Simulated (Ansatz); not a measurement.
Basis-set extrapolation for C2H9Al2N (PBE0-D4/def2-TZVP geometry, frozen core, Ansatz). Multiplicity 1, RHF reference.

```csv
,def2-TZVPP,def2-QZVPP
HF,-619.298122,-619.319005
MP2 correlation,-0.738627,-0.787667
CCSD(T) correlation,-0.825171,not run
```

Energies in hartree. Use E(X) = E(∞) + A·exp(−7.88·√X) for Hartree–Fock and E(X) = E(∞) + B·X^(−2.97) for correlation, with X = 3 and 4, and add CCSD(T) minus MP2 of the smaller set to the MP2 limit.

What is the CCSD(T) energy at the basis-set limit?

HF limit: -619.319005 + (-0.020883) × 0.13774 = -619.32188. MP2 limit: -0.787667 + (-0.049040) × 0.74074 = -0.82399. Higher-order term: -0.825171 − (-0.738627) = -0.08654. Total: -620.23241 hartree, 2.97 eV below CCSD(T)/def2-TZVPP.
